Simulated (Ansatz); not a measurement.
Cl2F2H2Si2 can be A, `F[SiH2][Si](F)(Cl)Cl`, or B, `F[SiH](F)[SiH](Cl)Cl`.

Program: Ansatz. Geometries: PBE0-D4/def2-TZVP. ΔE: electronic, gas phase. CBS: MP2 limit from def2 TZ/QZ plus the TZ coupled-cluster correction, frozen cores. Functionals use def2-TZVPP. Each species was taken in one conformer, which may not be the lowest.

Question: Which is lower in electronic energy at CCSD(T)/CBS, and by how much? (An estimate is asked.)

Answer: Ansatz gave: B, by 1.3 kcal/mol.

Question: Give E(B) − E(A) in kcal/mol with BLYP-D4, CCSD(T)/def2-TZVPP, LDA (SPW92), HF/def2-TZVPP, r2SCAN-D4, CCSD(T)/def2-SVP, ωB97M-V. (Estimate.)

Answer: The calculation gave: BLYP-D4 -0.7, CCSD(T)/def2-TZVPP -1.2, LDA (SPW92) -0.7, HF/def2-TZVPP -1.7, r2SCAN-D4 -0.7, CCSD(T)/def2-SVP -0.7, ωB97M-V -0.8. None reverses the order clearly.

Question: Does the order hold for the free energy at 298.15 K (harmonic terms from PBE0-D4)? (Best estimate.)

Answer: Ansatz gave: Yes: G(B) − G(A) = -1.3 kcal/mol, for one conformer each. Modes under 60 cm⁻¹, often nearly free rotors, make the harmonic entropy too high.

Largest T1 diagnostic: 0.011.

Leaving LDA and LC-ωPBE aside and taking each functional with its dispersion term where it has one, the values, not all of them listed here, spread over 0.9 kcal/mol, from PBE-QIDH to B97M-V.
